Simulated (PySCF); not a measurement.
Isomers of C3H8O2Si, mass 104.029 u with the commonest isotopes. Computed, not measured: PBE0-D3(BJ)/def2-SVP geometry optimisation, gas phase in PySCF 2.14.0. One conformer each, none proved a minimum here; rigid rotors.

Problem. Order these by dipole moment, largest first.
A. `[O:1]=[C:2]([OH:3])[CH2:4][CH2:5][SiH3:6]` with O1–C2–O3–H -1°, O1–C2–C4–C5 -23°, C2–C4–C5–Si6 52°
B. `[CH2:1]=[CH:2][CH2:3][SiH:4]([OH:5])[OH:6]` with C1–C2–C3–Si4 94°, C2–C3–Si4–O5 -50°, C3–Si4–O5–H 37°, C3–Si4–O6–H -175°
C. `[CH2:1]=[CH:2][O:3][Si@H:4]([CH3:5])[OH:6]` with C1–C2–O3–Si4 -2°, C2–O3–Si4–C5 -70°, O3–Si4–O6–H 58°

Solution. A (2.41 D), C (1.78 D), B (0.57 D).

Problem. Order these by radius of gyration √(Σ m r²/M), smallest first.
A. `[CH2:1]=[CH:2][CH2:3][SiH:4]([OH:5])[OH:6]` with C1–C2–C3–Si4 94°, C2–C3–Si4–O5 -50°, C3–Si4–O5–H 37°, C3–Si4–O6–H -175°
B. `[CH2:1]=[CH:2][O:3][Si@H:4]([CH3:5])[OH:6]` with C1–C2–O3–Si4 -2°, C2–O3–Si4–C5 -70°, O3–Si4–O6–H 58°
C. `[O:1]=[C:2]([OH:3])[CH2:4][CH2:5][SiH3:6]` with O1–C2–O3–H -1°, O1–C2–C4–C5 -23°, C2–C4–C5–Si6 52°

Solution. A (1.789 Å), B (1.826 Å), C (1.896 Å).

Problem. Order these by out-of-plane moment Σ m c² = (Ia + Ib − Ic)/2, largest first.
A. `[O:1]=[C:2]([OH:3])[CH2:4][CH2:5][SiH3:6]` with O1–C2–O3–H -1°, O1–C2–C4–C5 -23°, C2–C4–C5–Si6 52°
B. `[CH2:1]=[CH:2][CH2:3][SiH:4]([OH:5])[OH:6]` with C1–C2–C3–Si4 94°, C2–C3–Si4–O5 -50°, C3–Si4–O5–H 37°, C3–Si4–O6–H -175°
C. `[CH2:1]=[CH:2][O:3][Si@H:4]([CH3:5])[OH:6]` with C1–C2–O3–Si4 -2°, C2–O3–Si4–C5 -70°, O3–Si4–O6–H 58°

Solution. B (37.47 u·Å²), C (20.04 u·Å²), A (10.36 u·Å²).

```
        SMILES  point group  Ia (u·Å²)  Ib (u·Å²)  Ic (u·Å²)      κ  μa (D)  μb (D)  μc (D)
O=C(O)CC[SiH3]           C1      82.95     301.57     363.80  -0.88    1.89    1.50    0.05
C=CO[Si@H](C)O           C1     101.10     265.79     326.82  -0.79    0.21    1.06    1.41
 C=CC[SiH](O)O           C1     114.67     255.74     295.47  -0.80    0.17    0.26    0.48
```
